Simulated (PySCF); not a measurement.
C₄H₄F₂, SMILES CC=C=C(F)F.

Geometry: PBE-D3(BJ)/def2-SVP.

Method: PySCF with PBE-D3(BJ)/def2-SVP.

Frequencies are harmonic and unscaled.

```csv
mode,ν (cm⁻¹),IR (km/mol),moving atoms (share of kinetic energy)
1,118,1.0,"F 42 %, C 35 %, H 22 %"
2,119,1.2,"C 68 %, H 17 %, F 15 %"
3,165,0.2,"H 83 %, F 11 %"
4,260,0.2,"C 49 %, H 30 %, F 22 %"
5,429,10.8,"C 54 %, F 34 %, H 12 %"
6,519,3.0,"C 51 %, F 40 %, H 9 %"
7,548,7.9,"C 82 %, F 14 %"
8,589,8.3,"C 63 %, F 33 %"
9,753,7.3,"F 53 %, C 30 %, H 17 %"
10,801,11.4,"H 87 %, C 13 %"
11,953,92.0,"H 46 %, C 39 %, F 15 %"
12,1002,0.0,"H 61 %, C 39 %"
13,1072,16.5,"C 62 %, H 36 %"
14,1223,100.4,"H 74 %, C 22 %"
15,1231,254.4,"C 72 %, F 28 %"
16,1327,5.5,"H 78 %, C 22 %"
17,1390,4.1,"H 87 %, C 12 %"
18,1399,9.9,H 96 %
19,1486,141.4,"C 77 %, H 18 %"
20,2063,254.6,C 99 %
21,2964,13.0,H 97 %
22,3017,12.1,H 92 %
23,3036,6.1,"H 91 %, C 9 %"
24,3091,7.7,"H 91 %, C 9 %"
```
